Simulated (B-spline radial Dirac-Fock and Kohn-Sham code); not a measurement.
Relativistic shifts of the levels of Ho⁴⁰⁺

System: the Ho⁴⁰⁺ ion, 1s2 2s2 2p6 3s2 3p6 3d9.

Both columns are ΔSCF binding energies of the configuration average from an atomic code on a B-spline grid: non-relativistic Hartree-Fock with a point nucleus, and Dirac-Fock with a finite nucleus and the Coulomb interaction alone, averaged over the two j levels with weights 2j+1.

```
shell  Hartree-Fock (eV)  Dirac-Fock (eV)  shift (eV)  shift (%)
   1s            54128.6          57808.6    +3680.00      +6.80
   2s            10343.8          11320.3     +976.51      +9.44
   2p             9942.4          10273.2     +330.84      +3.33
   3s             3637.9           3895.1     +257.20      +7.07
   3p             3460.0           3564.2     +104.17      +3.01
   3d             3147.6           3149.2       +1.55      +0.05
```

Relativity binds 1s, 2s, 2p, 3s, 3p, 3d more strongly, among those listed most of all 2s in relative terms.

Values without a named source are computed, but for edge energies of neutral atoms, which are taken from tables.
